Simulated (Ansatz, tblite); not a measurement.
Removing an electron: the cluster GeSe₂⁻ (the lowest doublet isomer of a short search). Total charge -1; doublet. Geometry: r2SCAN-D4/def2-TZVPD. Ansatz, gas phase; energy differences of separate SCF runs; the oxidised species is a singlet (the triplet lies 0.54 eV higher at PBE0-D4/def2-TZVPD).

```xyz
3

Ge    0.2835   -0.4078    0.3714
Se   -1.7801    0.1791    1.0375
Se    1.4966    0.2287   -1.4089
```

The xTB rows come from tblite. The structure comes from a short search, and lower isomers may exist.

Q: Estimate orbital energies and vertical ionisation energies at: GFN2-xTB; PBE-D4/def2-TZVPD; r2SCAN-D4/def2-TZVPD; PBE0-D4/def2-TZVPD.

A: 
| level | −HOMO (eV) | vertical IE (eV) | −LUMO (eV) | HOMO–LUMO gap (eV) |
| --- | --- | --- | --- | --- |
| GFN2-xTB | – | 7.64 | – | – |
| PBE-D4/def2-TZVPD | 0.25 | 2.76 | -0.43 | 0.68 |
| r2SCAN-D4/def2-TZVPD | 0.52 | 2.96 | -0.61 | 1.13 |
| PBE0-D4/def2-TZVPD | 1.23 | 2.98 | -1.13 | 2.35 |

  HOMO and LUMO are the levels of the spin that leaves or enters (xTB has no such levels and no spin-polarisation term). Other spin states of the ions may lie lower, which would lower the ionisation energy or raise the affinity. Raw xTB energy differences between charge states are shifted by several eV; the methods need an empirical correction for them.
